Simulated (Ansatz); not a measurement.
The same path of GeH₁₀N₂Si₂ (15 atoms, charge 0, multiplicity 1) was run twice with different band settings. The coordinate that changes most is the dihedral H6–N1–Si2–H9.

These are results of RHF/def2-SVP (Ansatz 0.2.0), not measurements.

Relaxed end points:

```xyz
15
Properties=species:S:1:pos:R:3
N -0.638 1.689 1.901
Si -0.612 -0.026 1.651
Si 0.794 -0.538 -0.195
N 0.834 -2.226 -0.616
Ge 0.095 0.696 -2.155
H -0.743 2.322 1.132
H -1.033 2.078 2.735
H -1.950 -0.639 1.392
H -0.114 -0.663 2.898
H 2.182 -0.132 0.144
H 0.022 -2.679 -0.989
H 1.379 -2.867 -0.071
H -0.173 2.175 -1.814
H 1.151 0.648 -3.269
H -1.216 0.112 -2.715
```

```xyz
15
Properties=species:S:1:pos:R:3
N -0.903 1.664 1.697
Si -0.673 -0.054 1.610
Si 0.811 -0.541 -0.180
N 0.909 -2.227 -0.598
Ge 0.130 0.729 -2.121
H -1.666 2.051 2.219
H -0.118 2.286 1.707
H -2.002 -0.665 1.342
H -0.183 -0.685 2.872
H 2.182 -0.106 0.203
H 0.121 -2.702 -0.992
H 1.460 -2.853 -0.042
H 0.223 2.240 -1.849
H 1.016 0.406 -3.336
H -1.327 0.407 -2.501
```

Common settings: movable images 9; spring 5.0 eV/Å²; start path through a guess of the saddle point; force threshold 0.05 eV/Å; end points relaxed.

| run | climbing image | optimiser | iteration limit |
| --- | --- | --- | --- |
| 1 | yes | quadratic models (default) | 51 |
| 2 | from the first iteration | lbfgs | 59 |

What does each run give, and how far can it be trusted?

Run 1: converged after 22 iterations, highest image 0.043 eV above the first end. A vibrational analysis at the climbing image gives one clearly imaginary mode, 135i cm⁻¹: a first-order saddle point.
Run 2: converged after 59 iterations, highest image 0.079 eV above the first end. The order of the stationary point at the top wasn't checked.
